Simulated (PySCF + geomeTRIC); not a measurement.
The multiplicity is imposed and other spin states were not computed.

Species: [Zr(Cl)3] (charge 0, multiplicity 2).

Problem. Give a relaxed geometry from BP86-D3(BJ)/def2-SVP (PySCF + geomeTRIC).

Solution. the end point of this relaxation.
Z-matrix (Å, degrees):
```
Zr
Cl 1 2.3391
Cl 1 2.3392 2 120.13
Cl 1 2.3393 2 119.63 3 -179.96
```
